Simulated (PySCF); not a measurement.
**NiO⁺ at TPSS**

Computed with TPSS; Ni def2-TZVPPD, O def2-TZVPPD; no relativity (PySCF 2.14).

```
state                                                                                                             : ⁴Σ⁻ (quartet), unpaired electrons σ ↑, π ↑↑
bond length                                                                                                       : 1.624 Å
harmonic wavenumber                                                                                               : 805 cm⁻¹
force constant                                                                                                    : 4.78 mdyn/Å
rotational constant Be                                                                                            : 0.5100 cm⁻¹
anharmonicity ωexe                                                                                                : 6.85 cm⁻¹
vibration–rotation constant αe                                                                                    : 0.00511 cm⁻¹
bond order (Mayer)                                                                                                : 1.89
dipole moment (positive dipole points towards O; it is taken about the centre of mass and depends on that origin) : -3.20 D
```

De is left out where the level can put another filling of the metal’s s and d shells below the measured ground configuration, by anything from nothing to about 1 eV. With d or f electrons several states lie close, and the lowest PBE0 determinant need not be the measured ground state.
